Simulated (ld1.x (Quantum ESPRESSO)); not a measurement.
# Pseudopotential generation for Cu (Z = 29): TM, LDA (PZ), scalar-relativistic.

ld1.x (Quantum ESPRESSO) 7.5 input, shortened:

```
&input
   title='Cu', zed=29., rel=1, dft='PZ', iswitch=3,
   config='[Ar] 3d10 4s0 4p0'
 /
 &inputp
   pseudotype=2, tm=.true., lloc=1,
   nlcc=.false.
 /
3
4S  1  0   0.00   0.00  1.85  1.85  0.0
3D  3  2  10.00   0.00  1.60  1.60  0.0
4P  2  1   0.00   0.00  2.60  2.60  0.0
 &test
   configts(1)='3d10 4s0 4p0'
 /
```

All-electron outer shells of the reference configuration (LDA (PZ), scalar-relativistic, ld1.x):

| shell | level (eV) | outermost node (bohr) | outermost maximum (bohr) |
| --- | --- | --- | --- |
| 3p | -80.75 | 0.26 | 0.62 |
| 3d | -14.01 | – | 0.60 |
| 4s | -12.16 | 0.89 | 2.11 |
| 4p | -6.63 | 0.97 | 2.74 |

Calculated quality:

```json
{
 "Cutoffs needed": "120 Ry and 200 Ry (the cutoffs (Ry, on a coarse ladder) from which the occupation-weighted sum of valence levels, in a spherical-Bessel basis at the reference potential, stays within 10 and 1 mRy of its value at 400 Ry)",
 "Ghost test": "ghost state, extra bound levels that the all-electron valence spectrum of the same l lacks: s at -89.9 eV; a true bound ghost makes a file unfit for plane-wave use (spherical-Bessel basis up to 400 Ry, 20 bohr box)",
 "Largest excitation error": "-1350 meV (all-electron minus pseudo) for 3d8 4s0 4p0, out of 7 test configurations"
}
```

Generation and tests took about 1.5 s on one core of a shared server CPU.
